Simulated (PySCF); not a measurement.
Ligand exchange on a metal centre used in film growth or etching (Zn Br-H). Isolated molecules, 0 K electronic values unless said otherwise.

Method: B3LYP-D3(BJ)/def2-TZVP // BP86-D3(BJ)/def2-SVP (PySCF 2.14.0). B3LYP has the VWN-RPA correlation part, as in Gaussian. 

```json
[
 {"species": "0 of 2 Br replaced by H ([Zn(Br)2])", "charge on the central atom (meta-Löwdin) (e)": "1.17", "LUMO (eV)": "-2.17"},
 {"species": "1 of 2 Br replaced by H ([Zn(Br)(H)])", "charge on the central atom (meta-Löwdin) (e)": "0.99", "LUMO (eV)": "-0.96"},
 {"species": "2 of 2 Br replaced by H ([Zn(H)2])", "charge on the central atom (meta-Löwdin) (e)": "(withheld)", "LUMO (eV)": "-0.96"}
]
```

Problem. Complete the blanks.

Solution. 
- 2 of 2 Br replaced by H ([Zn(H)2]), charge on the central atom (meta-Löwdin) (e): 0.87
